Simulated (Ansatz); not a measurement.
This geometry of C$_{2}$H$_{5}$AlSi (9 atoms, charge 0, multiplicity 1) is a first-order saddle point.

These are results of RKS B3LYP-D4/def2-SVP in Ansatz, not measurements.

```xyz
9
Properties=species:S:1:pos:R:3
Si -0.254 1.073 -1.121
C -0.014 -0.118 0.301
C 0.579 -1.364 0.337
Al -0.050 -0.882 2.020
H -1.077 0.439 -2.197
H -0.943 2.319 -0.678
H 1.067 1.452 -1.712
H 1.040 -1.907 -0.502
H -0.348 -1.012 3.552
```

(1) Which two structures does it join? (They come from a converged band through this point; their orientation in space is the band's.)

(2) How far does it lie above each of them?

Answers

(1) No bond is made or broken. The dihedral H5–Si1–C2–C3 goes from 1 to 122°. The two ends are copies of one structure, up to a mirror image or an exchange of like atoms.

Initial state:

```xyz
9
Properties=species:S:1:pos:R:3
Si -0.033 1.093 -1.127
C 0.035 -0.127 0.282
C -0.201 -1.485 0.333
Al 0.263 -0.834 2.013
H -0.438 0.436 -2.411
H -1.013 2.177 -0.817
H 1.306 1.727 -1.318
H -0.493 -2.139 -0.502
H 0.576 -0.848 3.547
```

Final state:

```xyz
9
Properties=species:S:1:pos:R:3
Si -0.408 0.925 -1.202
C -0.018 -0.152 0.270
C 1.090 -0.910 0.587
Al -0.202 -1.040 1.921
H -1.655 0.444 -1.868
H -0.641 2.331 -0.754
H 0.703 0.921 -2.206
H 2.007 -1.028 -0.008
H -0.876 -1.491 3.260
```

(2) 3.5 kJ/mol above the first and 3.5 kJ/mol above the second. This is the barrier of this one path; another mechanism may lie lower.

Time of the run: 2.8 min on 1 thread of Intel(R) Xeon(R) Processor @ 2.70GHz (shared host), peak memory 0.19 GiB.
